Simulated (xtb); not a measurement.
triflic acid (CHF₃O₃S), singlet, at a GFN2-xTB geometry. Base run: GFN2-xTB in xtb.

xtb was given this input:
```
$ xtb mol.xyz --gfn 2 --json

# file mol.xyz
9

O      1.41469782    -0.49779905    -1.06169565
S      0.80886675     0.30104012     0.16311669
O      1.27034678    -0.28302073     1.37173556
O      0.90598970     1.68891681    -0.07270317
C     -0.97345522    -0.20872619    -0.06496558
F     -1.73274043     0.25154402     0.91428660
F     -1.43423367     0.23041401    -1.22337302
F     -1.01685156    -1.53813106    -0.06070275
H      1.82502020    -1.32350365    -0.79066498
```

Variants of this job, named by their change:

```tsv
change	ΔE vs base (kcal/mol)	HOMO-LUMO gap (eV)	dipole (D)	SCF cycles
base	0.000	7.55	3.17	11
etemp = 1000	0.000	7.55	3.17	11
gbsa = acetonitrile	(withheld)	(withheld)	(withheld)	11
etemp = 5000	-0.008	7.55	3.17	11
acc = 1000	0.016	7.56	3.17	6
acc = 30	0.000	7.55	3.17	8
```

**Question.** Complete the blanks.

**Answer.** 
- gbsa = acetonitrile, ΔE vs base (kcal/mol): -8.58
- gbsa = acetonitrile, HOMO-LUMO gap (eV): 7.60
- gbsa = acetonitrile, dipole (D): 3.57

ALPB and GBSA are two models with their own fitted parameters for each solvent, which aren't always the measured dielectric constant.
